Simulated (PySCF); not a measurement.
# One molecule, several mistakes: H4NOSi2

Calculated results; nothing here was measured. They come from PySCF 2.14.0, an open-source quantum chemistry program, on an isolated molecule that a program drew, which may never have been made. The molecule is H4NOSi2 (charge 0, doublet), drawn as the SMILES string `N=[Si](O)[SiH2]`.

Each row is a Hartree-Fock (HF) and frozen-core CCSD(T) single point in the cc-pV(D+d)Z basis, meant for a local HF minimum. Run 1 is clean. Each other run has one planted mistake out of seven kinds, and not every kind appears here: one electron removed, one electron added, multiplicity raised by two, geometry at a saddle point, minimal basis STO-3G, one bond length entered in bohr, all coordinates scaled. The reference is restricted for singlets and unrestricted otherwise, and also for a bond in bohr. Adding or removing an electron swaps singlet and doublet. Electrons count all cores. HOMO and LUMO are orbital energies over both spins, the gradient is its largest component, and the lowest frequency (negative if imaginary) is given only where the gradient is small. Bond lengths are over the 7 bonds as drawn. T1 is the CCSD diagnostic: over 0.02 (restricted) or 0.045 (unrestricted) a single reference is doubtful.

Geometry of the clean run:
```xyz
8
H4NOSi2, angstrom
N    -2.7741   -2.6304    1.9408
Si   -1.9872   -1.7725    0.9030
O    -0.3859   -1.5151    0.7064
Si   -3.0992   -0.7133   -0.8230
H    -2.4857   -3.1827    2.7226
H     0.2266   -1.9303    1.2981
H    -2.3973    0.4766   -1.3487
H    -4.5139   -0.4295   -0.5132
```

| run | electrons | basis functions | <S^2> | HOMO (eV) | LUMO (eV) | gradient (hartree/bohr) | lowest frequency (cm^-1) | mean bond (Å) | longest bond (Å) | T1 | HF (hartree) | CCSD(T) (hartree) | mistake |
|---|---|---|---|---|---|---|---|---|---|---|---|---|---|
| 1 | 47 | 94 | 0.766 | -9.02 | 0.62 | 3.7e-05 | 137 | 1.4864 | 2.310 | 0.0185 | -709.49966 | -710.08150 | no fault |
| 2 | 47 | 94 | 0.763 | -8.85 | 0.78 | 6.3e-02 | - | 1.4061 | 2.186 | 0.0165 | -709.46909 | -710.03942 | all coordinates scaled |
| 3 | 48 | 94 | 0.000 | -1.06 | 8.21 | 4.1e-02 | - | 1.4864 | 2.310 | 0.0163 | -709.50468 | -710.11481 | one electron added |
| 4 | 47 | 94 | 1.786 | -8.02 | 0.54 | 2.7e-02 | - | 1.6940 | 3.087 | 0.0329 | -709.36316 | -709.91557 | one bond length entered in bohr |
| 5 | 46 | 94 | 0.000 | -14.77 | -7.29 | 3.7e-02 | - | 1.4864 | 2.310 | 0.0330 | -709.19913 | -709.78191 | ? |

**Which mistake was planted in run 5, and what did it cost?**

It counts 46 electrons, one fewer than the clean run, at the same geometry and basis. So the mistake is: one electron removed. Subtracting run 1 and multiplying by 627.51 kcal/mol a hartree, the energy moved by 188.6 kcal/mol in HF and 188.0 kcal/mol in CCSD(T).

Cautions from the logs. Run 5: T1 is over the limit, so its CCSD(T) energy is less reliable.
